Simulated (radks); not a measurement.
Values are calculated unless marked as measured or tabulated.
Task: The iodine ion I25+, 28 electrons, occupied as [Ar] 3d10. Level of theory: non-relativistic Kohn-Sham, PBE, spin-polarised, spherical densities, point nucleus; relativity is left out, which matters for an element this heavy (a radial shooting solver on a logarithmic mesh with Libxc functionals). Some entries of the table are withheld. Estimate them.

orbital  occ.  eigenvalue (eV)  r(max) (bohr)  <1/r> (bohr^-1)
1s          2              (1)        0.01900            52.47
2s          2              (2)         0.1048              (3)
2p          6        -5275.516        0.08191            12.07
3s          2        -1703.435         0.2960            4.480
3p          6        -1584.803         0.2821            4.412
3d         10        -1367.125         0.2283            4.292

Result: 
(1) 1s eigenvalue (eV): -32460.22
(2) 2s eigenvalue (eV): -5558.512
(3) 2s <1/r> (bohr^-1): 12.07
